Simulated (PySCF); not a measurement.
BH₃N, SMILES N[BH] (connectivity only; charge and spin as stated), charge +1, multiplicity 1.

Coordinates come from a TPSSh-D3(BJ)/def2-TZVP optimisation. The multiplicity is an assumed one; other spin states were not compared. The isomer is the one that the SMILES or the coordinates give; other isomers of the formula were not compared.

Computed with B3LYP/def2-TZVPD in PySCF.

Symmetry labels are those of the subgroup C2v that the program uses (full group C2v).

Computed valence orbital energies around the gap with their symmetry:
| orbital | symmetry | energy (eV) |
|---|---|---|
| HOMO−6 | A1 | -397.84 |
| HOMO−5 | A1 | -193.59 |
| HOMO−4 | A1 | -32.13 |
| HOMO−3 | A1 | -22.50 |
| HOMO−2 | B2 | -21.82 |
| HOMO−1 | A1 | -19.74 |
| HOMO | B1 | -16.68 |
| LUMO | B2 | -9.11 |
| LUMO+1 | B1 | -7.46 |
| LUMO+2 | A1 | -5.74 |
| LUMO+3 | A1 | -3.74 |
